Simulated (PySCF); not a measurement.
F3OSi, SMILES F[Si](F)([O])F, multiplicity 2. Atoms are numbered in the order given.

```xyz
5

O     -1.0617     1.3186     0.0000
Si    -0.0060     0.0248     0.0000
F     -0.9249    -1.2777     0.0000
F      0.9390     0.0335    -1.2839
F      0.9390     0.0335     1.2839
```
Charge 0, spin multiplicity 2.

The structure is a stationary point at B3LYP-D3(BJ)/def2-SVP. The isomer is the one that the SMILES or the coordinates give; other isomers of the formula were not compared.

The numbers are results of PBE/def2-TZVP run with PySCF, not measurements.

Computed frontier levels, dipole moment and polarisability:
```
Quantity                                                                                                        Result
---------------------------------------------------------------------------------------------  -----------------------
α spin, highest occupied and lowest empty level                                                     -9.18 and -0.83 eV
β spin, highest occupied and lowest empty level                                                     -8.64 and -7.83 eV
dipole moment                                                                                                   0.18 D
quadrupole, principal values (traceless, Buckingham form, about the centre of nuclear charge)   -1.00, -0.41, 1.41 D·Å
mean static polarisability                                                                        26.1 bohr³ (3.87 Å³)
polarisability, principal values                                                                24.0, 25.2, 29.1 bohr³
⟨S²⟩                                                                                           0.752 (pure state 0.75)
```
